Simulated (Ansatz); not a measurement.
Consider the substitution at a C–Si bond: `C[SiH2][NH][AlH2]` + `CB(N)[SiH3]` → `CNB(C)[SiH3]` + `[AlH2][NH][SiH3]`.

Computed with Ansatz on PBE0-D4/def2-TZVP structures; ΔE is electronic, products minus reactants. CBS: MP2 limit from def2 TZ/QZ plus the TZ coupled-cluster correction, frozen cores. DFT in def2-TZVPP. B3LYP here is the variant with VWN-RPA as its local correlation; programs differ in this. One conformer a species, not always the lowest.

| level | ΔE (kJ/mol) | difference from CCSD(T)/CBS |
| --- | --- | --- |
| PBE-D4 | 77.6 | -2.3 |
| PBE0-D4 | 79.3 | -0.6 |
| B3LYP-D4 | 77.0 | -2.9 |
| ωB97X-V | 77.4 | -2.5 |
| ωB97M-V | 81.9 | 2.0 |
| B2PLYP | 78.8 | -1.1 |
| PBE | 78.1 | -1.8 |
| r2SCAN | 83.3 | 3.4 |
| PBE0 | 79.7 | -0.2 |
| HF/def2-TZVPP | 76.4 | -3.5 |
| MP2/def2-TZVPP | 81.2 | 1.3 |
| SCS-MP2/def2-TZVPP | 76.6 | -3.3 |
| CCSD/def2-TZVPP | 77.8 | -2.1 |
| HF/def2-QZVPP | 76.4 | -3.5 |
| SCS-MP2/def2-QZVPP | 78.2 | -1.7 |
| MP2/CBS(def2) | 83.7 | 3.8 |
| CCSD(T)/CBS | 79.9 | 0 |

Largest T1 diagnostic among the species: 0.013.
